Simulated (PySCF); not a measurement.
Compound: C₇H₁₀F (charge +1).
Structure used (GFN2-xTB), in Å, numbered top down from 1:
```xyz
18
C7H10F angstrom
C     -1.5530    0.6307   -0.7786
C     -0.9380   -0.1093    0.4039
C     -0.2326   -1.3864   -0.0771
C      1.0895   -1.1687   -0.6488
C      1.8217   -0.0274   -0.4323
C      1.3304    0.9220    0.4537
F      2.0659    1.9553    0.7385
C      0.0534    0.7994    1.1502
H     -2.2907    0.0041   -1.2736
H     -2.0651    1.5283   -0.4410
H     -0.7990    0.9160   -1.5084
H     -1.7407   -0.3846    1.0919
H     -0.8642   -1.9282   -0.7890
H     -0.0937   -2.0976    0.7534
H      1.5196   -1.9603   -1.2503
H      2.7915    0.1219   -0.8849
H      0.2700    0.3983    2.1534
H     -0.3737    1.7926    1.3274
```

Method: TDDFT CAM-B3LYP/def2-SVPD, vertical, gas phase, core orbitals frozen in the response (PySCF 2.14.0, density-fitted response routines).

Frontier orbitals with the atoms that hold most of them (Löwdin shares over 4%, at most four atoms; ? is withheld):

| orbital | ε (eV) | atoms |
| --- | --- | --- |
| HOMO-3 | -16.24 | C1 23%, C2 20%, C5 12%, C4 8% |
| HOMO-2 | -15.82 | C1 24%, C2 18%, C8 15%, H9 13% |
| HOMO-1 | -15.65 | ? |
| HOMO | -14.95 | ? |
| LUMO | -7.46 | C4 31%, C6 29%, F7 10%, C5 9% |
| LUMO+1 | -3.28 | C5 26%, C6 18%, C4 16%, H17 7% |
| LUMO+2 | -2.77 | C4 16%, C5 14%, C3 9%, H15 8% |

(1) Which atoms hold the HOMO, and with what shares?

(2) Which atoms hold the HOMO-1, and with what shares?

(3) How does S1 compare with the orbital gap of 7.49 eV?

(4) Give energy, strength and leading configuration of S1, S2 and S3, and follow the Löwdin shares of the leading atoms from the occupied to the empty orbital.

## Answers

(1) C5 (bonded to 2 C and H) 24%; C4 (bonded to 2 C and H) 12%; C1 (bonded to C and 3 H) 10%; C6 (bonded to 2 C and F) 9%.

(2) C2 (bonded to 3 C and H) 20%; C1 (bonded to C and 3 H) 20%; C3 (bonded to 2 C and 2 H) 15%; H10 (bonded to C) 10%. By element: carbon 55% or more, hydrogen 10% or more.

(3) S1 is at 4.44 eV (f = 0.110), 3.05 eV below the gap, made of HOMO→LUMO (96%). Without the coupling terms of the response equations the lowest excitation would equal the gap.

(4) 
- S1 (4.44 eV, f 0.110), HOMO→LUMO (96%): C5 24% → 9%, C4 12% → 31%, C6 9% → 29%
- S2 (4.68 eV, f 0.0046), HOMO-1→LUMO (86%): C2 20% → at most 9%, C1 20% → at most 9%, C4 at most 11% → 31%, C6 at most 11% → 29%
- S3 (5.03 eV, f 0.0041), HOMO-2→LUMO (86%): C1 24% → at most 9%, C2 18% → at most 9%, C4 at most 14% → 31%, C6 at most 14% → 29%

Time: 1.7 min; peak memory 1.1 GiB. Hardware: one thread of an Arm Neoverse N1, no GPU, on a shared host.

One conformer stands for the species.
